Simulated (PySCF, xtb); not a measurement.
Ti(OH)2(H)2 (H4O2Ti), SMILES [OH][TiH2][OH], multiplicity 1. The values are those of a single conformer.

Harmonic wavenumbers (cm⁻¹) from GFN2-xTB in xtb at its own minimum, in rising order: 149, 299, 303, 314, 399, 444, 583, 597, 626, 676, 813, 1465, 1508, 3592, 3594.

Q: What does PBE-D3(BJ)/def2-TZVP (PySCF) give at its own minimum? (The exact figures need the calculation; the answer reports its results.)

A: 162, 164, 234, 235, 370, 371, 562, 577, 583, 772, 834, 1668, 1690, 3811, 3816. Paired by order, the mean absolute difference is 95 cm⁻¹ and the zero-point energies are 22.0 and 22.7 kcal/mol.
